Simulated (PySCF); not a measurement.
C5H9N2 (doublet state).
SMILES with atom numbers: `[H]/[N:5]=[C:4](\[CH2:3][N:2]=[CH2:1])[CH:6][CH3:7]` (hydrogens: H8, H9 on C1; H10, H11 on C3; H12 on N5; H13 on C6; H14, H15, H16 on C7)

Cartesian coordinates in Å at the GFN2-xTB level; atoms count from 1:
```
atom  x, y, z in Å
C1     2.7471    0.6428    0.1173
N2     1.6700    0.3514   -0.4489
C3     1.0000   -0.8721   -0.1452
C4    -0.3799   -0.5619    0.4366
N5    -0.8381   -1.1192    1.5102
C6    -1.1532    0.3735   -0.2567
C7    -2.4969    0.7853    0.1854
H8     3.2628   -0.0006    0.8405
H9     3.2139    1.5875   -0.1177
H10    1.5671   -1.5156    0.5503
H11    0.8530   -1.4102   -1.0882
H12   -0.2002   -1.7786    1.9477
H13   -0.7344    0.8234   -1.1432
H14   -3.2277    0.6187   -0.6087
H15   -2.5109    1.8557    0.4028
H16   -2.7802    0.2290    1.0738
```

The hyperfine couplings belong to this conformer and change with its torsions.

Computed, not measured: UKS B3LYP, pcH-1 on C H N, non-relativistic, mean-field spin-orbit, GIAO in PySCF 2.14.0. Geometry: GFN2-xTB, one conformer, isolated molecule. Couplings are sensitive to structure, and on GFN2-xTB geometries they can be far from those on DFT ones. The SCF solution wasn't tested for stability.

Problem. Break the g tensor into its mass correction, gauge correction and orbital-Zeeman/spin–orbit terms.

Solution. 
```csv
Δg (ppm),1,2,3
relativistic mass correction,-170,-170,-170
gauge correction,-10,33,35
orbital Zeeman/spin–orbit,2,804,2481
total,-179,667,2346
```

So g = 2.00214, 2.00299, 2.00467 and g_iso = 2.00326; the tensor is rhombic: the two nearest values differ by 34 % of g3 − g1. Axes: g2 points within 9° of the C3–C4 bond.

Problem. What are the electron Larmor frequencies g μB B/h along the three axes at 330 mT?

Solution. 9.2474, 9.2513, 9.2591 GHz for g1, g2 and g3, a range of 11.7 MHz.

Problem. What effective moment and Curie constant follow for a powder?

Solution. With the mean of g² = 4.0131 and S(S+1) = 0.75: μ_eff = √(⟨g²⟩S(S+1)) = 1.735 μB and χT = 0.12505·⟨g²⟩·S(S+1) = 0.376 cm³ K/mol (cgs; spin-Hamiltonian part alone).

Problem. In a frozen sample, at which fields do the three g values resonate at 9.5, 34, 94 and 263 GHz (hyperfine left aside), and which band first spreads them over more than twice a line width of 1.0 mT?

Solution. 
| band | GHz | B(g3) mT | B(g2) mT | B(g1) mT | spread mT |
| --- | --- | --- | --- | --- | --- |
| X | 9.5 | 338.59 | 338.87 | 339.01 | 0.43 |
| Q | 34.0 | 1211.78 | 1212.80 | 1213.31 | 1.53 |
| W | 94.0 | 3350.23 | 3353.04 | 3354.45 | 4.22 |
| J | 263.0 | 9373.51 | 9381.37 | 9385.33 | 11.82 |

The spread grows in proportion to the frequency. W band is the first where it exceeds 2.0 mT.

The Mulliken spin populations are largest on C6 (+0.77), N5 (+0.45) and C4 (-0.18). The positive populations add up to 1.29 and the negative ones to -0.29, together 2S = 1. The angles at C6 add up to 360.0°, so it is planar; its axial dipolar tensor and the negative coupling of its proton fit spin in a p orbital normal to that plane.

The HOMO–LUMO gaps are 5.14 eV among the α and 4.36 eV among the β orbitals.

Hardware: INTEL XEON PLATINUM 8581C at 2.10 GHz, one thread, on a shared host. Cost: 49 s (with the writing of density and orbital grids), 0.97 GiB resident at most.
